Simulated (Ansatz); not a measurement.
Ansatz (a first-principles code) input (B3LYP/6-311+G**): The .json file is the Basis Set Exchange's 6-311+G**.

Ansatz 0.2 input:
```yaml
crystal:
  periodic: [false, false, false]
  atoms:
    - {symbol: C, position_ang: [1.58952800, 0.18519500, -0.29336500]}
    - {symbol: O, position_ang: [0.33224300, -0.47033300, -0.35058400]}
    - {symbol: Si, position_ang: [-1.04297300, 0.05714900, 0.39254300]}
    - {symbol: H, position_ang: [1.48670600, 1.26255100, -0.45660600]}
    - {symbol: H, position_ang: [2.07172300, 0.01806400, 0.67348300]}
    - {symbol: H, position_ang: [2.22124300, -0.23093000, -1.07764100]}
    - {symbol: H, position_ang: [-1.21941700, 1.52218300, 0.14501600]}
    - {symbol: H, position_ang: [-2.15374600, -0.72045300, -0.21498800]}
basis:
  gaussian:
    orbitals: 6-311+G__.json
hamiltonian:
  xc: {name: B3LYP}
magnetization: {spin_polarized: true, initial_magnetization: 1}
output: {forces: true}
```

Output:

```
Functional definition: B3LYP
integrals: 0.04 GiB planned
838 factors; their error is unknown
mean field: 0.41 GiB planned
mean field evaluation 1: about -11037.6482 eV, gradient 4.1e1 eV
mean field evaluation 2: about -11014.9196 eV, gradient 8.3e1 eV
mean field evaluation 4: about -11044.0032 eV, gradient 4.9e0 eV
mean field evaluation 8: about -11044.1007 eV, gradient 3.6e-2 eV
mean field evaluation 16: about -11044.0896 eV, gradient 1.8e-5 eV
mean field -11044.08958698 eV, -405.8628063686 hartree, gradient 1.8e-5 eV, S^2 0.751419; 0 other end points of the search recorded, 0 dependent functions left out
the calculation of the forces begins
reference -11044.08987273 eV, -405.8628168699 hartree; 17, 16 occupied and 88, 89 virtual orbitals, 838 factors
Total energy: -11044.08987273 eV, -405.8628168699 hartree
Atom 0 at     1.589528     0.185195    -0.293365 Å, force     0.089254    -0.005368    -0.027848 eV/Å
Atom 1 at     0.332243    -0.470333    -0.350584 Å, force     0.318406    -0.140739    -0.190905 eV/Å
Atom 2 at    -1.042973     0.057149     0.392543 Å, force    -0.441303     0.081689     0.223870 eV/Å
Atom 3 at     1.486706     1.262551    -0.456606 Å, force     0.004716     0.063589    -0.016061 eV/Å
Atom 4 at     2.071723     0.018064     0.673483 Å, force     0.034781    -0.014591     0.049832 eV/Å
Atom 5 at     2.221243    -0.230930    -1.077641 Å, force     0.025314    -0.017818    -0.028735 eV/Å
Atom 6 at    -1.219417     1.522183     0.145016 Å, force    -0.000709     0.054046    -0.007298 eV/Å
Atom 7 at    -2.153746    -0.720453    -0.214988 Å, force    -0.030460    -0.020809    -0.002854 eV/Å
Dipole moment:     0.201501     0.188534     0.071927 e Å
```

The geometry given is a B3LYP-D3(BJ)/def2-TZVP minimum.
